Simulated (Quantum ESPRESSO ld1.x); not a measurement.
Values are calculated unless marked as measured or tabulated.
Species: Rh2+. Configuration: [Kr] 4d7 (the NIST ground configuration). Level of theory: Dirac Kohn-Sham, revPBE, spin-unpolarised, spherical densities, point nucleus; open shells are shared between the two j in proportion to 2j + 1; speed of light set to 685.18 atomic units (5 times the physical value, a model run) (ld1.x of Quantum ESPRESSO 7.5).

Spin-orbit splittings of the eigenvalues, e(l+1/2) - e(l-1/2), with zeta = 2 splitting/(2l+1) and mean radii in bohr:

2p: occ. 6; splitting (eV) 5.430; zeta (eV) 3.620; <r> j=l-1/2 0.1257; <r> j=l+1/2 0.1259
3p: occ. 6; splitting (eV) 0.9280; zeta (eV) 0.6187; <r> j=l-1/2 0.3953; <r> j=l+1/2 0.3957
3d: occ. 10; splitting (eV) 0.1971; zeta (eV) 0.07885; <r> j=l-1/2 0.3698; <r> j=l+1/2 0.3700
4p: occ. 6; splitting (eV) 0.1461; zeta (eV) 0.09742; <r> j=l-1/2 1.086; <r> j=l+1/2 1.087
4d: occ. 7; splitting (eV) 0.01811; zeta (eV) 0.007242; <r> j=l-1/2 1.430; <r> j=l+1/2 1.430
